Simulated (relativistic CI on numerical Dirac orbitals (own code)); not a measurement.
## Pt⁵⁺: sensitivity of the levels to the model

Base calculation: Dirac-Coulomb-Breit CI, separate exchange-only KLI orbitals for each configuration, model QED (radiative potential, 1s self-energy scaled to tabulated hydrogen-like ionisation energies), valence Slater integrals scaled by 0.85, P86 correlation energy added to each configuration.

CI space (outside the closed core [Kr] 4d10 4f14): 5s2 5p6 5d5, 5s2 5p6 5d4 6s, 5s2 5p6 5d4 5f, 5s2 5p6 5d4 6p, 5s2 5p6 5d4 5g, 5s2 5p5 5d6, 5s2 5p6 5d4 6d, 5s2 5p6 5d4 7s, 5s2 5p6 5d3 6s 6p, 5s2 5p6 5d4 7p, 5s2 5p6 5d4 6f, 5s2 5p6 5d4 7d, 5s 5p6 5d6, 5s2 5p6 5d3 6s2, 5s2 5p6 5d2 5f 6s2, 5s2 5p6 5d2 6s2 6p, 5s2 5p6 5d2 5g 6s2, 5s2 5p6 5d2 6s2 6d. Double excitations out of closed p, d and f shells are left out; levels of such configurations are missing from the list, as are those of other unlisted configurations, and high levels can miss mixing partners.

Variants: (1) no correlation estimate; (2) Slater integrals left unscaled; (3) configuration mixing switched off; (4) one mean potential for all configurations. Shifts of the energy above 5s2 5p6 5d5 6S_5/2, in cm⁻¹, for the lowest level and the first level of each name with at least 55 % of one term (blank where a level changes its place among those of its configuration and J or its character, or is not in the variant):

| Level | Base | Δ(1) | Δ(2) | Δ(3) | Δ(4) |
| --- | --- | --- | --- | --- | --- |
| 5s2 5p6 5d5 6S_5/2 | 0.0 | 0.0 | 0.0 | 0.0 | 0.0 |
| 5s2 5p6 5d5 4G_7/2 | 24326.0 | -5.9 | +4252.2 | +272.1 | -67.9 |
| 5s2 5p6 5d5 4G_11/2 | 25885.1 | -0.5 | +4249.4 | +5.3 | -87.5 |
| 5s2 5p6 5d5 4G_9/2 | 27197.8 | -3.0 | +4074.5 | +112.1 | -103.4 |
| 5s2 5p6 5d5 4P_1/2 | 28776.2 | -23.0 | +4386.9 | +839.3 | -94.6 |
| 5s2 5p6 5d5 4D_7/2 | 33020.2 | -14.6 | +4380.1 | +635.0 | -134.9 |
| 5s2 5p6 5d5 4D_1/2 | 37840.9 | -26.2 | +4317.8 | +966.3 | -178.0 |
| 5s2 5p6 5d5 2I_11/2 | 38137.0 | +2.7 | +5442.7 | -194.5 | -169.0 |
| 5s2 5p6 5d5 2I_13/2 | 42199.4 | +5.2 | +5615.0 | -308.0 | -200.4 |
| 5s2 5p6 5d5 2D_3/2 | 53228.3 | -18.2 | +6341.8 | +1003.9 | -245.3 |
| 5s2 5p6 5d5 2S_1/2 | 57267.7 | -43.6 | +7822.7 | +1854.3 | -204.5 |
| 5s2 5p6 5d5 2H_11/2 | 59405.6 | -2.4 | +6490.4 | -52.9 | -325.7 |
| 5s2 5p6 5d5 2P_3/2 | 81198.0 | -53.1 | +12504.0 | +1719.3 | -246.1 |
| 5s2 5p6 5d5 2P_1/2 | 86542.0 | -56.9 | +11941.1 | +1903.8 | -315.3 |

At this charge configurations can still be misplaced by up to about 7 % of their energy. Levels and lines within the n = 5 or 6 shells can be off by up to 10 % or somewhat more, and those that change n by about 2 %, since core polarisation is missing.

Ionisation energy from the two ground configurations alone: base 75.52 eV; no correlation estimate 74.1 eV; Slater integrals left unscaled 75.95 eV. The NIST ASD value (theoretical) is 75 eV.

LS names give the leading component of a level, which can be under half, so a name can repeat, a term be missing and a line seem to break the LS rules.
